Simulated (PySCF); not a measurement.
A structure optimised at ωB97X-D3(BJ)/def2-TZVP, used in a PySCF frequency run:

```
Al
F 1 1.6531
F 1 1.6531 2 119.22
```
Charge 0, spin multiplicity 2.

Task: Write its SMILES, formula and point group.

Result: [F][Al][F], AlF2, C2v

Task: What are its rotational constants (standard atomic weights)?

Result: 45.798, 6.5409, 5.7235 GHz
